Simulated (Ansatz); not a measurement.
Relaxation of F3H5Si2 (10 atoms, charge 0, multiplicity 1), to a largest force component of 0.03 eV/Å in at most 50 steps.

Computed with RKS r2SCAN-D4/6-31G* in Ansatz.

```xyz
10
Properties=species:S:1:pos:R:3
Si 0.369 -0.048 -0.095
F 0.672 0.188 1.448
H 1.609 0.082 -0.869
F -0.674 1.045 -0.597
F -0.241 -1.500 -0.294
Si -2.785 0.048 1.258
H -2.914 -0.665 -0.037
H -3.726 -0.563 2.238
H -3.128 1.483 1.081
H -1.418 -0.071 1.782
```

Problem. Where does it end, and by what steps?

Solution. It converged. The force dipped under the threshold on the way, but the program's further checks kept it going. After 19 steps the energy has fallen by 0.176 eV; F2 moved furthest, 1.05 Å.

```csv
step,energy less start (eV),largest force component (eV/Å),accepted
0,0.0000,0.616,yes
1,-0.1293,0.185,yes
2,-0.1665,0.209,yes
3,-0.1263,0.597,no
4,-0.1709,0.013,yes
5,-0.1716,0.038,yes
6,-0.1718,0.166,yes
7,-0.1729,0.042,yes
8,-0.1731,0.076,yes
9,-0.1734,0.041,yes
10,-0.1737,0.012,yes
11,-0.1728,0.206,no
12,-0.1740,0.051,yes
13,-0.1742,0.057,yes
14,-0.1744,0.034,yes
15,-0.1748,0.049,yes
16,-0.1749,0.083,yes
17,-0.1750,0.062,yes
18,-0.1753,0.009,yes
19,-0.1755,0.010,yes
```

```xyz
10
Properties=species:S:1:pos:R:3
Si 0.704 -0.012 -0.165
F 1.651 0.272 1.077
H 1.463 0.025 -1.420
F -0.442 1.091 -0.181
F 0.024 -1.432 0.038
Si -3.123 0.013 1.309
H -3.017 -0.680 -0.001
H -4.324 -0.488 2.033
H -3.256 1.477 1.095
H -1.914 -0.266 2.129
```

The run took 72 s on 2 threads of Arm Neoverse V1 (shared host), peak memory 0.15 GiB.
